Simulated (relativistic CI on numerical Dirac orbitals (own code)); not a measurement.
**Level scheme of Xe VII**

These numbers are calculated, not measured: Dirac-Coulomb-Breit CI, KLI orbitals optimised for each configuration, QED by a radiative potential, valence Slater integrals scaled by 0.9, configuration energies shifted to the measured levels that pair with them (semi-empirical) (own radial code, finite nucleus).

Configurations in the expansion (outside the closed core [Kr]): 4d10 5s2, 4d10 5s 5p, 4d10 5p2, 4d10 5s 5d, 4d10 5s 6s, 4d10 5p 5d, 4d10 5s 6p, 4d10 5s 5f, 4d10 5p 6s, 4d10 5s 6d, 4d10 5s 7s, 4d10 5s 7p, 4d9 5s2 5p, 4d9 5s2 4f, 4d9 5s2 6p, 4d9 5s2 5f, 4d10 4f2, 4d10 5d2, 4d10 5s 4f, 4d10 4f 5p, 4d10 5s 5g, 4d10 4f 5d, 4d10 5f2, 4d10 5p 5f, 4d10 5g2, 4d10 5p 5g, 4d9 5s 5p2, 4d8 5s2 5p2, 4d10 5s 6f, 4d10 4f 5f. Levels of other configurations are missing.

| No. | Configuration | Term | J | E (cm⁻¹) | % | Landé g | jj configuration (%) |
| --- | --- | --- | --- | --- | --- | --- | --- |
| 41 | 4d10 5p 5d | 3D° | 1 | 411859 | 64 | 0.799 | 5p1/2 5d3/2 (76) |
| 42 | 4d10 5p 5d | 3D° | 2 | 416585 | 39 | 1.199 | 5p3/2 5d3/2 (40) |
| 43 | 4d10 5p 5d | 3D° | 3 | 423314 | 89 | 1.306 | 5p3/2 5d5/2 (54) |
| 44 | 4d10 5p 5d | 3P° | 0 | 423802 | 97 |  | 5p3/2 5d3/2 (97) |
| 45 | 4d10 5p 5d | 3P° | 1 | 424281 | 72 | 1.250 | 5p3/2 5d3/2 (89) |
| 46 | 4d10 5p 5d | 3D° | 2 | 425038 | 48 | 1.324 | 5p3/2 5d5/2 (52) |
| 47 | 4d10 5p 5d | 1F° | 3 | 440814 | 72 | 1.017 | 5p3/2 5d5/2 (37) |
| 48 | 4d10 5p 5d | 1P° | 1 | 445366 | 86 | 0.988 | 5p3/2 5d5/2 (76) |
| 49 | 4d10 5s 5f | 3F° | 2 | 462652 | 98 | 0.666 | 5s 5f5/2 (98) |
| 50 | 4d10 5s 5f | 3F° | 3 | 462841 | 98 | 1.083 | 5s 5f5/2 (54) |
| 51 | 4d10 5s 5f | 3F° | 4 | 463099 | 98 | 1.250 | 5s 5f7/2 (98) |
| 52 | 4d10 5p 6s | 3P° | 0 | 468208 | 99 |  | 5p1/2 6s (99) |
| 53 | 4d10 5s 5f | 1F° | 3 | 468355 | 80 | 1.001 | 5s 5f7/2 (45) |
| 54 | 4d10 5p 6s | 3P° | 1 | 470113 | 79 | 1.403 | 5p1/2 6s (94) |
| 55 | 4d10 5s 6d | 3D | 1 | 475858 | 100 | 0.499 | 5s 6d3/2 (100) |
| 56 | 4d10 5s 6d | 3D | 2 | 476220 | 99 | 1.165 | 5s 6d3/2 (69) |
| 57 | 4d10 5s 6d | 3D | 3 | 476904 | 100 | 1.334 | 5s 6d5/2 (100) |
| 58 | 4d10 5s 6d | 1D | 2 | 481497 | 96 | 1.002 | 5s 6d5/2 (68) |
| 59 | 4d10 5p 6s | 3P° | 2 | 485435 | 99 | 1.501 | 5p3/2 6s (99) |
| 60 | 4d10 5p 6s | 1P° | 1 | 490058 | 74 | 1.097 | 5p3/2 6s (91) |
| 61 | 4d10 5s 7s | 3S | 1 | 506230 | 100 | 2.002 | 5s 7s (100) |
| 62 | 4d10 5s 7s | 1S | 0 | 509407 | 100 |  | 5s 7s (100) |
| 63 | 4d9 5s2 5p | 3P° | 2 | 511220 | 78 | 1.413 | 4d5/2^5 5p1/2 (90) |
| 64 | 4d9 5s2 5p | 3F° | 3 | 514667 | 54 | 1.086 | 4d5/2^5 5p1/2 (98) |
| 65 | 4d10 5s 5g‡ | 3G | 3 | 523701 | 97 | 0.750 | 5s 5g7/2 (97) |
| 66 | 4d10 5s 5g‡ | 3G | 4 | 523805 | 93 | 1.048 | 5s 5g9/2 (64) |
| 67 | 4d10 5s 5g‡ | 3G | 5 | 524002 | 98 | 1.200 | 5s 5g9/2 (98) |
| 68 | 4d10 5s 5g‡ | 1G | 4 | 524495 | 92 | 1.002 | 5s 5g7/2 (64) |
| 69 | 4d10 5s 7p | 3P° | 0 | 527070 | 100 |  | 5s 7p1/2 (100) |
| 70 | 4d10 5s 7p | 3P° | 1 | 527371 | 72 | 1.431 | 5s 7p1/2 (70) |
| 71 | 4d9 5s2 5p | 3F° | 2 | 528119 | 86 | 0.756 | 4d3/2^3 4d5/2^6 5p1/2 (83) |
| 72 | 4d9 5s2 5p | 3P° | 1 | 528805 | 63 | 1.330 | 4d5/2^5 5p3/2 (38) |
| 73 | 4d9 5s2 5p | 3F° | 4 | 529695 | 100 | 1.250 | 4d5/2^5 5p3/2 (100) |
| 74 | 4d10 5s 7p | 3P° | 2 | 530210 | 99 | 1.494 | 5s 7p3/2 (99) |
| 75 | 4d10 5s 7p | 1P° | 1 | 532227 | 84 | 1.051 | 5s 7p3/2 (87) |
| 76 | 4d9 5s2 5p | 1D° | 2 | 535791 | 67 | 1.085 | 4d5/2^5 5p3/2 (77) |
| 77 | 4d9 5s2 5p | 3D° | 3 | 537803 | 73 | 1.244 | 4d5/2^5 5p3/2 (98) |
| 78 | 4d9 5s2 5p | 1P° | 1 | 538774 | 83 | 0.938 | 4d3/2^3 4d5/2^6 5p1/2 (55) |
| 79 | 4d9 5s2 5p | 3P° | 0 | 540456 | 100 |  | 4d3/2^3 4d5/2^6 5p3/2 (100) |
| 80 | 4d10 4f 5d‡ | 1G° | 4 | 543785 | 88 | 0.996 | 4f5/2 5d3/2 (38) |
| 81 | 4d10 4f 5d‡ | 3H° | 4 | 546000 | 90 | 0.826 | 4f5/2 5d3/2 (60) |
| 82 | 4d10 4f2‡ | 3H | 4 | 546070 | 100 | 0.799 | 4f5/2^2 (77) |
| 83 | 4d10 4f 5d‡ | 3F° | 2 | 546162 | 94 | 0.684 | 4f5/2 5d3/2 (75) |
| 84 | 4d10 4f2‡ | 3H | 5 | 546184 | 100 | 1.033 | 4f5/2 4f7/2 (100) |
| 85 | 4d10 4f2‡ | 3H | 6 | 546317 | 100 | 1.167 | 4f7/2^2 (85) |

Energies count from the lowest computed level; ° marks odd parity. Filled j subshells are mostly left out of the jj labels. ‡ marks configurations that were not tied to measured data.

The mean weight of the leading LS term, summed over parents, in these 45 levels is 87 %, and that of the leading jj configuration (from the same eigenvectors) 80 %.

Configurations whose levels could be paired with our table of measured levels were shifted onto them, all but the ground configuration, by the median error of their levels; single terms can still be off by 1,000 to 2,000 cm⁻¹ or more, and rates follow the energies as ν³ (E1, M1) or ν⁵ (E2). The others borrow a shift and can be off by several thousand cm⁻¹ or more. Levels and lines within the n = 5 or 6 shells can be off by up to 10 % or somewhat more, and those that change n by about 2 %, since core polarisation is missing. 44 of the 47 excited levels that our extract of the measured tables holds in this range could be paired (the sources list more); they are missed by 876 cm⁻¹ on average and 4499 at most, after the shifts were fitted to these levels, and levels without a partner can miss by more.

LS names give the leading component of a level, which can be under half, so a name can repeat, a term be missing and a line seem to break the LS rules.
